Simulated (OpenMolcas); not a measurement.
Sc2+ (d1) among equal point charges was computed by CASSCF with the d shell active (OpenMolcas, ANO-RCC-VDZP on the metal). Its lowest spin-free states, and all those of the highest spin:

| 2S+1 | Degeneracy | E (cm-1) |
| --- | --- | --- |
| 2 | 3 | 0.0 |
| 2 | 2 | 12251 |

Question: Is the site octahedral, tetrahedral or cube-like, axial, or of lower symmetry?

Answer: The states with 2S+1 = 2 have orbital degeneracies 3, 2. Threefold states need a cubic site. For d1 at this spin an octahedron puts the threefold T2 below the twofold E and a tetrahedron or cube puts the twofold E below the threefold T2, so the site is octahedral. The first gap at this spin, 12300 cm-1, is |10Dq| in ligand-field theory. The run had Sc2+ among 6 point charges of -1 e arranged as an octahedron (Oh), 1.9 Å from the ion.

An orbital triplet at a regular site is open to Jahn-Teller coupling, which can distort the site and quench the lowest spin-orbit gaps and is left out. Point charges carry no covalency, so the field is a model and not that of real ligands. No measured value stands beside these numbers.
